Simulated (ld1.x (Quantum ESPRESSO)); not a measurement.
What one change does to a pseudopotential (calcium, TM)

* Element: Ca
* Generator: ld1.x (Quantum ESPRESSO) 7.5
* Type: norm-conserving Troullier–Martins (Kleinman–Bylander form)
* Functional: BLYP
* Relativity: scalar-relativistic
* Frozen core: [Ar]
* Valence charge: 2
* Reference configuration: 3d0 4s1 4p0 (charge +1)
* Partial waves: 4p (bound, empty): rc 4.15 bohr; 3d (bound, empty): rc 2.30 bohr; 4s (bound): rc 3.15 bohr
* Local potential: the s channel
* Core correction: Bessel-smoothed model core inside 2.20 bohr

All-electron outer shells of the reference configuration (BLYP, scalar-relativistic, ld1.x):

```json
{"shell": "3p", "level (eV)": "-34.67", "outermost node (bohr)": "0.42", "outermost maximum (bohr)": "1.04"}
{"shell": "4s", "level (eV)": "-8.99", "outermost node (bohr)": "1.42", "outermost maximum (bohr)": "3.09"}
{"shell": "3d", "level (eV)": "-8.27", "outermost node (bohr)": "–", "outermost maximum (bohr)": "1.24"}
{"shell": "4p", "level (eV)": "-5.90", "outermost node (bohr)": "1.60", "outermost maximum (bohr)": "3.83"}
```

Change: local potential the p channel.

Cutoffs: the cutoffs (Ry, on a coarse ladder) from which the occupation-weighted sum of valence levels, in a spherical-Bessel basis at the reference potential, stays within 10 and 1 mRy of its value at 400 Ry; they do not see the model core or the augmentation charge, which bear on the density cutoff. Errors are all-electron minus pseudo energies relative to the spin-unpolarised reference configuration.

How do hardness, ghosts and transferability respond?

Both files are so soft that the ladder of cutoffs tells neither apart; of the 7 tests that both files solve, the error grows in 3 and shrinks in 1 by more than 15 % and 0.3 meV (median size 6.0 → 16.6 meV); neither file shows a bound ghost.

| quantity | base | changed |
| --- | --- | --- |
| cutoff, loose | 6 Ry | 6 Ry |
| cutoff, tight | 10 Ry | 10 Ry |
| bound ghosts | none | none |
| error for 3d0 4s2 4p0, meV [ΔE -6.23 eV] | +0.2 | +17 |
| error for 3d0 4s1.5 4p0, meV [ΔE -3.79 eV] | -0.1 | +4.4 |
| error for 3d0 4s1 4p1, meV [ΔE -3.76 eV] | +2.2 | +5.6 |
| error for 3d0.5 4s1.5 4p0, meV [ΔE -5.18 eV] | -51 | -27 |
| error for 3d1 4s1 4p0, meV [ΔE -3.95 eV] | -136 | -128 |
| error for 3d1 4s0 4p0, meV [ΔE 1.49 eV] | -211 | -226 |
| error for 3d0 4s0 4p1, meV [ΔE 3.13 eV] | -6.0 | -5.9 |
| s: phases at 4.47 bohr within 0.05 rad from the reference energy up to (Ry; the scan ends near 5) | 0.4 | -0.2 |
| p: phases at 4.47 bohr within 0.05 rad from the reference energy up to (Ry; the scan ends near 5) | 0.8 | 0.7 |
| d: phases at 4.47 bohr within 0.05 rad from the reference energy up to (Ry; the scan ends near 5) | -0.2 | -0.2 |

Base: The cutoffs count occupied waves only; the empty 3d level needs 35 Ry at the loose tolerance. Changed file: The cutoffs count occupied waves only; the empty 3d level needs 35 Ry at the loose tolerance.
